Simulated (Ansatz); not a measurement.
This geometry of AlH3O + H4OSn (11 atoms, charge 0, multiplicity 1) is a first-order saddle point.

Level of theory: Ansatz 0.2.0, RKS BLYP/def2-SVP.

```xyz
11
Properties=species:S:1:pos:R:3
Sn 0.200 -0.059 -0.154
O -0.087 0.010 2.084
H -1.004 0.246 2.332
H 1.894 0.257 -0.242
H -0.744 1.422 -0.232
H -0.446 -1.024 -1.458
O 0.291 -2.038 1.048
Al 0.599 -3.733 0.957
H 0.958 -4.367 -0.458
H 0.496 -4.589 2.297
H 0.045 -1.174 1.890
```

Problem. Which two structures does it join? (They come from a converged band through this point; their orientation in space is the band's.)

Solution. Bonds broken: Sn1–O2, O7–H11. Bonds formed: Sn1–O7, O2–H11. AlH3O + H4OSn becomes AlH5OSn + H2O.

Image 0:

```xyz
11
Properties=species:S:1:pos:R:3
Sn -0.016 0.646 -0.156
O -0.327 -0.144 1.720
H -1.236 0.039 2.033
H 1.680 0.459 -0.372
H -0.485 2.317 -0.030
H -1.003 -0.186 -1.308
O 0.431 -2.544 0.776
Al 0.886 -4.133 1.236
H 1.420 -5.060 0.059
H 0.752 -4.635 2.747
H 0.100 -1.807 1.357
```

Image 8:

```xyz
11
Properties=species:S:1:pos:R:3
Sn 0.203 -0.336 -0.420
O 0.066 0.197 2.547
H -0.889 0.214 2.758
H 1.564 0.681 -0.125
H -1.356 0.389 -0.236
H 0.315 -1.084 -1.993
O 0.290 -1.935 0.864
Al 0.536 -3.641 0.794
H 0.821 -4.360 -0.602
H 0.442 -4.420 2.178
H 0.211 -0.752 2.299
```

Problem. How far does it lie above each of them?

Solution. 0.49 eV above the first and 0.54 eV above the second. This is the barrier of this one path; another mechanism may lie lower. The orbitals stay closed-shell, which can raise the energy where a bond breaks towards radicals; this wasn't checked here.

Run time: 10 min on 2 threads of Arm Neoverse V1, on a shared host, peak memory 0.15 GiB.
